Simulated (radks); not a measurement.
The numbers below are computed, except where a source is named.
Task: Successive ionisation energies (eV) of one element, from differences of total energies of ions in their ground configurations, starting at charge 0: 10.214, 23.307, 34.880, 47.165, 72.310, 88.443, 281.15, 328.99, 378.03, 448.80, 505.63. Level of theory: scalar-relativistic Kohn-Sham, PBEsol, spin-polarised, spherical densities, point nucleus; open shells are filled with parallel spins first (a radial shooting solver on a logarithmic mesh with Libxc functionals). Which element is it?

Result: Sulfur (Z = 16). The first species listed is S in [Ne] 3s2 3p4, the last S10+ in [He] 2s2 2p2.
